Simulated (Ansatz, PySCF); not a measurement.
Potential energy curve for LiNa, singlet.

Methods: UHF/def2-SVP (Ansatz, a program for electronic structure); RHF/def2-SVP (Ansatz); UKS-BLYP = unrestricted BLYP/def2-SVP (Ansatz); RKS-BLYP = restricted BLYP/def2-SVP (Ansatz); UKS-PBE0 = unrestricted PBE0/def2-SVP in Ansatz; RKS-PBE0 = restricted PBE0/def2-SVP run with Ansatz; UKS-PBE = unrestricted PBE/def2-SVP in Ansatz; RKS-PBE = restricted PBE/def2-SVP run with Ansatz; UKS-B3LYP/6-31G* = PySCF with unrestricted B3LYP/6-31G*, spherical d; RKS-B3LYP/6-31G* = restricted B3LYP/6-31G*, spherical d in PySCF; UKS-BP86/6-31G* = unrestricted BP86/6-31G*, spherical d run with PySCF 2.14.0; RKS-BP86/6-31G* = restricted BP86/6-31G*, spherical d (PySCF); UKS-M06-2X/6-31G* = unrestricted M06-2X/6-31G*, spherical d in PySCF; RKS-M06-2X/6-31G* = restricted M06-2X/6-31G*, spherical d run with PySCF 2.14.0.

Scanned distances (Å): 2.34, 2.49, 2.62, 2.76, 2.82, 2.93, 3.04, 3.09, 3.28, 3.34, 3.57, 3.90, 4.40, 4.89, 5.28, 5.83, 6.32, 7.20, 7.89, 8.81.

Where does the unrestricted solution first break spin symmetry (<S²> of 0.01 or more)?

UHF: already at 2.34 Å; UKS-BLYP: between 4.40 and 4.89 Å; UKS-PBE0: between 3.34 and 3.57 Å; UKS-PBE: between 3.57 and 3.90 Å; UKS-B3LYP/6-31G*: between 3.90 and 4.40 Å; UKS-BP86/6-31G*: between 3.34 and 3.57 Å; UKS-M06-2X/6-31G*: between 2.34 and 2.49 Å.

```
R / Å  <S²> UHF  E(RHF) − E(UHF) / kcal/mol  <S²> UKS-BLYP  E(RKS-BLYP) − E(UKS-BLYP) / kcal/mol  <S²> UKS-PBE0  E(RKS-PBE0) − E(UKS-PBE0) / kcal/mol  <S²> UKS-PBE  E(RKS-PBE) − E(UKS-PBE) / kcal/mol  <S²> UKS-B3LYP/6-31G*  E(RKS-B3LYP/6-31G*) − E(UKS-B3LYP/6-31G*) / kcal/mol  <S²> UKS-BP86/6-31G*  E(RKS-BP86/6-31G*) − E(UKS-BP86/6-31G*) / kcal/mol  <S²> UKS-M06-2X/6-31G*  E(RKS-M06-2X/6-31G*) − E(UKS-M06-2X/6-31G*) / kcal/mol
-----  --------  --------------------------  -------------  ------------------------------------  -------------  ------------------------------------  ------------  ----------------------------------  ---------------------  ----------------------------------------------------  --------------------  --------------------------------------------------  ----------------------  ------------------------------------------------------
2.34       0.29                         0.7           0.00                                   0.0           0.00                                   0.0          0.00                                 0.0                   0.00                                                   0.0                  0.00                                                 0.0                    0.00                                                     0.0
2.49       0.22                         0.4           0.00                                   0.0           0.00                                   0.0          0.00                                 0.0                   0.00                                                   0.0                  0.00                                                 0.0                    0.01                                                     0.0
2.62       0.16                         0.2           0.00                                   0.0           0.00                                   0.0          0.00                                 0.0                   0.00                                                   0.0                  0.00                                                 0.0                    0.02                                                     0.0
2.76       0.23                         0.3           0.00                                   0.0           0.00                                   0.0          0.00                                 0.0                   0.00                                                   0.0                  0.00                                                 0.0                    0.04                                                     0.0
2.82       0.26                         0.5           0.00                                   0.0           0.00                                   0.0          0.00                                 0.0                   0.00                                                   0.0                  0.00                                                 0.0                    0.04                                                     0.1
2.93       0.32                         0.7           0.00                                   0.0           0.00                                   0.0          0.00                                 0.0                   0.00                                                   0.0                  0.00                                                 0.0                    0.06                                                     0.1
3.04       0.37                         1.1           0.00                                   0.0           0.00                                   0.0          0.00                                 0.0                   0.00                                                   0.0                  0.00                                                 0.0                    0.08                                                     0.2
3.09       0.40                         1.3           0.00                                   0.0           0.00                                   0.0          0.00                                 0.0                   0.00                                                   0.0                  0.00                                                 0.0                    0.09                                                     0.2
3.28       0.50                         2.1           0.00                                   0.0           0.00                                   0.0          0.00                                 0.0                   0.00                                                   0.0                  0.00                                                 0.0                    0.14                                                     0.4
3.34       0.53                         2.5           0.00                                   0.0           0.00                                   0.0          0.00                                 0.0                   0.00                                                   0.0                  0.00                                                 0.0                    0.15                                                     0.5
3.57       0.63                         4.0           0.00                                   0.0           0.02                                   0.0          0.00                                 0.0                   0.00                                                   0.0                  0.01                                                 0.0                    0.21                                                     1.0
3.90       0.74                         6.7           0.00                                   0.0           0.26                                   0.3          0.05                                 0.0                   0.00                                                   0.0                  0.17                                                 0.2                    0.30                                                     1.8
4.40       0.86                        11.7           0.00                                   0.0           0.56                                   1.8          0.36                                 0.5                   0.49                                                   0.9                  0.45                                                 1.0                    0.44                                                     3.7
4.89       0.93                        17.0           0.48                                   0.4           0.76                                   4.1          0.62                                 1.6                   0.75                                                   2.8                  0.68                                                 2.4                    0.54                                                     6.1
5.28       0.96                        21.0           0.73                                   1.3           0.87                                   6.1          0.78                                 2.8                   0.86                                                   4.7                  0.81                                                 3.7                    0.61                                                     8.1
5.83       0.98                        26.3           0.90                                   2.8           0.95                                   9.0          0.92                                 4.7                   0.94                                                   7.2                  0.91                                                 5.5                    0.67                                                    10.6
6.32       0.99                        30.5           0.96                                   4.1           0.98                                  11.4          0.97                                 6.3                   0.98                                                   9.2                  0.96                                                 6.9                    0.72                                                    12.7
7.20       1.00                        36.6           0.99                                   5.7           1.00                                  14.8          0.99                                 8.5                   0.99                                                  11.8                  0.99                                                 8.8                    0.77                                                    15.6
7.89       1.00                        40.3           1.00                                   6.6           1.00                                  16.7          1.00                                 9.6                   1.00                                                  13.2                  1.00                                                 9.8                    0.79                                                    17.3
8.81       1.00                        44.1           1.00                                   7.2           1.00                                  18.2          1.00                                10.4                   1.00                                                  14.4                  1.00                                                10.4                    0.82                                                    18.9
```
